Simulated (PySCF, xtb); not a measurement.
tin monoxide anion (OSn), SMILES [O]=[Sn] (connectivity only; charge and spin as stated), charge -1, multiplicity 2.

Harmonic wavenumbers (cm⁻¹) from GFN2-xTB (xtb 6.7.1) at its own minimum, in rising order: 568.

Q: What does B3LYP-D3(BJ)/def2-TZVPD (PySCF) give at its own minimum? (Estimate from the structure and the level; the computed values follow.)

A: 720. Paired by order, the mean absolute difference is 152 cm⁻¹ and the zero-point energies are 0.8 and 1.0 kcal/mol.
